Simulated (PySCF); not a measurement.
CH3ClOSi, SMILES O=C[SiH2]Cl. Coordinates come from a PBE-D3(BJ)/def2-SVP optimisation. Other conformers were not sampled.

Computed equilibrium geometry at PBE-D3(BJ)/def2-SVP (PySCF confirms it by a frequency run) as bond lengths and angles, and its point group (one conformer of several):
point group Cs.
Atoms: O1 C2 Si3 Cl4 H5 H6 H7. Bonds (Å): O1–C2 1.217, C2–Si3 1.943, C2–H5 1.137, Si3–Cl4 2.083, Si3–H6 1.500, Si3–H7 1.500. Bond angles (°): O1–C2–Si3 118.1, O1–C2–H5 121.5, Si3–C2–H5 120.4, C2–Si3–Cl4 110.5, C2–Si3–H6 108.1, C2–Si3–H7 108.1, Cl4–Si3–H6 109.9, Cl4–Si3–H7 109.9, H6–Si3–H7 110.3.
